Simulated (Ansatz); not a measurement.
A series at Sn: from `[Br][SnH]([Br])[Br]`, ligands are replaced one by one, each step taking up H₂O and setting free HBr; n counts the steps. Ansatz, PBE0-D4/def2-TZVP geometries. Each molecule was computed in one conformer, which needn't be the lowest.

CBS adds triple-zeta CCSD(T) − MP2 to the MP2 limit, frozen cores; atoms without spin–orbit coupling. Elements past krypton have def2 core potentials. Outer-core shells of Br, Sn are correlated without core-valence functions. Scalar relativity is left out up to krypton. Spin–orbit coupling is left out.

```csv
n,molecule,"atomization energy, CCSD(T)/CBS (kJ/mol)"
0,`[Br][SnH]([Br])[Br]`,1188.7
1,`[OH][SnH]([Br])[Br]`,?
2,`[OH][SnH]([OH])[Br]`,2189.6
3,`[OH][SnH]([OH])[OH]`,2686.9
```

**Question.** By hand: fit a straight line y = ȳ + b (n − n̄) to the 3 given rows and predict n = 1.

**Answer.** n̄ = 1.667, ȳ = 2021.73; Σ(n − n̄)(y − ȳ) = 2331.23, Σ(n − n̄)² = 4.667, so b = 499.51 kJ/mol a step. Prediction: 2021.73 + (499.51) × (-0.667) = 1688.6 kJ/mol.

**Question.** By hand: compare with the computed value, 1690.3 kJ/mol, and give the steps along the whole series.

**Answer.** The line misses by 1.7 kJ/mol (computed minus predicted). Steps: 501.6, 499.3, 497.3 kJ/mol.

The steps differ by at most 4.3 kJ/mol, 0.9 % of a mean step, so the ligands' effects nearly add and a line is close. The miss is 0.1 % of the series' range. The energies themselves are unsure by some kJ/mol a bond, though much of that is common to the series.
